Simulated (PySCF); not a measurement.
MoCl₃H₃, SMILES [Cl][MoH3]([Cl])[Cl], multiplicity 1.

Coordinates come from a PBE-D3(BJ)/def2-SVP optimisation. The spin state was assumed, not searched. The structure was generated by enumeration; whether it is a known compound was not checked. The def2 effective core potentials stand for the cores of Mo; spin–orbit coupling is left out.

Level of theory: TDA-PBE/def2-SVPD in PySCF 2.14.0.

Vertical excitations; the highest root listed may be one member of a degenerate set. The molecule is in vacuum. State labels are in the subgroup Cs.

```csv
state,symmetry,energy (eV),λ (nm),f,main pairs
S1,A",2.51,495,0.000,"HOMO→LUMO+1 50 %, HOMO−1→LUMO 50 %"
S2,A',2.58,481,0.001,"HOMO→LUMO 49 %, HOMO−1→LUMO+1 49 %"
S3,A',2.73,454,0.005,"HOMO−1→LUMO+1, HOMO→LUMO (degenerate set)"
S4,A",2.73,454,0.005,"HOMO−1→LUMO, HOMO→LUMO+1 (degenerate set)"
S5,A',3.63,341,0.007,HOMO→LUMO+2 (degenerate set)
S6,A",3.63,341,0.007,HOMO−1→LUMO+2 (degenerate set)
S7,A',4.12,301,0.021,"HOMO−2→LUMO+1, HOMO−3→LUMO, HOMO−5→LUMO, HOMO−4→LUMO+1 (degenerate set)"
S8,A",4.12,301,0.021,"HOMO−2→LUMO, HOMO−3→LUMO+1, HOMO−4→LUMO, HOMO−5→LUMO+1 (degenerate set)"
S9,A',4.24,292,0.005,HOMO−3→LUMO (degenerate set)
S10,A",4.24,292,0.005,HOMO−3→LUMO+1 (degenerate set)
T1,A',2.19,567,0,"HOMO→LUMO 50 %, HOMO−1→LUMO+1 49 %"
T2,A',2.24,553,0,"HOMO−1→LUMO+1, HOMO→LUMO (degenerate set)"
T3,A",2.24,553,0,"HOMO−1→LUMO, HOMO→LUMO+1 (degenerate set)"
T4,A",2.25,550,0,"HOMO→LUMO+1 51 %, HOMO−1→LUMO 49 %"
```
Triplets are in the Tamm–Dancoff approximation.
